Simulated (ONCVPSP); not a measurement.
cobalt, ONCV: configuration errors across variants

```
Element                 : cobalt
Generator               : ONCVPSP 4.0.1
Type                    : optimised norm-conserving Vanderbilt (ONCV)
Functional              : PW91
Relativity              : non-relativistic
Frozen core             : [Ne] 3s2
Valence charge          : 15
Reference configuration : 3p6 3d7 4s1.5 (charge +0.5)
Partial waves           : 4s: rc 1.85 bohr, ncon 3, nbas 6, qcut 3.7 1/bohr, 2 projectors, debl 2.8 Ha; 3p: rc 1.20 bohr, ncon 3, nbas 6, qcut 10.6 1/bohr, 2 projectors, debl 1.9 Ha; 3d: rc 1.25 bohr, ncon 4, nbas 9, qcut 12.8 1/bohr, 2 projectors, debl 3.2 Ha
Local potential         : polynomial inside 0.80 bohr (lpopt 5, dvloc0 3 Ha)
Core correction         : polynomial model core, fcfact 0.4
```

In the p channel the program set the typed energies aside and used -2.548, 0.250 Ha.

All-electron excitation energies from the reference (eV): (1) 3p6 3d7 4s2 -3.570; (2) 3p6 3d7 4s1 5.374; (3) 3p6 3d7 4s0 21.968; (4) 3p5 3d7 4s2 69.525.

2 further variants failed, have other tests or another functional or relativity, and are left out.

A true bound ghost makes a file unfit for plane-wave use even where its test errors are small: the radial tests pick states by their node count and pass the ghost by.

Errors AE − PS in meV (a dash: test not solved or not reliable):

```csv
change,(1),(2),(3),(4),bound ghosts,GHOST(+) flags above zero
base,-1.0,-2.2,-27,-170,s,none
"core correction polynomial model core, fcfact 0.62",-1.0,-2.2,-27,-170,s,none
p: nproj 3,-1.0,-2.2,-27,-170,s,none
"local potential polynomial inside 1.00 bohr (lpopt 5, dvloc0 0 Ha)",-1.0,-2.2,-27,-170,s,none
"core correction Teter function, fcfact 3.25, rcfact 1.4",-0.8,-1.8,-18,-159,s,none
```

Problem. Give the same row for: d: qcut 14.6.

Solution. -1.1, -2.3, -29, -150; bound ghosts: s; GHOST(+) flags above zero: none.
